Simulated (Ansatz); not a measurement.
Relaxation of CH5B2NS (10 atoms, charge 0, multiplicity 1), to a largest force component of 0.015 eV/Å in at most 40 steps.

These are results of RKS CAM-B3LYP-D4/def2-SVP in Ansatz, not measurements.

```xyz
10
Properties=species:S:1:pos:R:3
B -1.516 -0.675 0.409
N -0.178 -1.033 -0.081
B 0.749 0.115 0.232
C 1.302 1.152 -0.857
S 0.844 0.969 -2.243
H -1.769 -0.400 1.541
H -2.447 -0.665 -0.352
H 0.159 -1.836 0.485
H 1.088 0.338 1.413
H 1.851 1.985 -0.546
```

Task: Where does it end, and by what steps?

Result: The forces met the threshold. After 27 steps the energy has fallen by 2.920 eV; H9 moved furthest, 1.48 Å. The start is strongly strained (largest force component 9 eV/Å).

| step | energy less start (eV) | largest force component (eV/Å) | accepted |
| --- | --- | --- | --- |
| 0 | 0.0000 | 9.432 | yes |
| 1 | -0.8370 | 3.386 | yes |
| 2 | -1.2659 | 1.351 | yes |
| 3 | -1.6189 | 1.430 | yes |
| 4 | -1.9817 | 0.911 | yes |
| 5 | -2.2597 | 0.676 | yes |
| 6 | -2.5443 | 0.707 | yes |
| 7 | -2.7575 | 0.388 | yes |
| 8 | -2.8696 | 0.222 | yes |
| 9 | -2.8822 | 0.699 | yes |
| 10 | -2.7785 | 1.345 | no |
| 11 | -2.8988 | 0.257 | yes |
| 12 | -2.9088 | 0.106 | yes |
| 13 | -2.9110 | 0.083 | yes |
| 14 | -2.9123 | 0.089 | yes |
| 15 | -2.9143 | 0.059 | yes |
| 16 | -2.9108 | 0.524 | no |
| 17 | -2.9161 | 0.030 | yes |
| 18 | -2.9164 | 0.194 | yes |
| 19 | -2.9177 | 0.099 | yes |
| 20 | -2.9180 | 0.106 | yes |
| 21 | -2.9173 | 0.163 | no |
| 22 | -2.9188 | 0.041 | yes |
| 23 | -2.9196 | 0.032 | yes |
| 24 | -2.9198 | 0.103 | yes |
| 25 | -2.9200 | 0.098 | yes |
| 26 | -2.9202 | 0.024 | yes |
| 27 | -2.9203 | 0.008 | yes |

```xyz
10
Properties=species:S:1:pos:R:3
B -1.506 -0.476 0.404
N -0.149 -0.746 0.702
B 1.000 -0.065 0.213
C 0.895 1.079 -0.851
S 1.335 0.703 -2.362
H -2.368 -1.150 0.909
H -1.774 0.428 -0.345
H 0.034 -1.515 1.340
H 2.089 -0.399 0.610
H 0.526 2.091 -0.616
```

Run time: 74 s on 2 threads of Arm Neoverse V2, with other jobs on the host, peak memory 0.24 GiB.
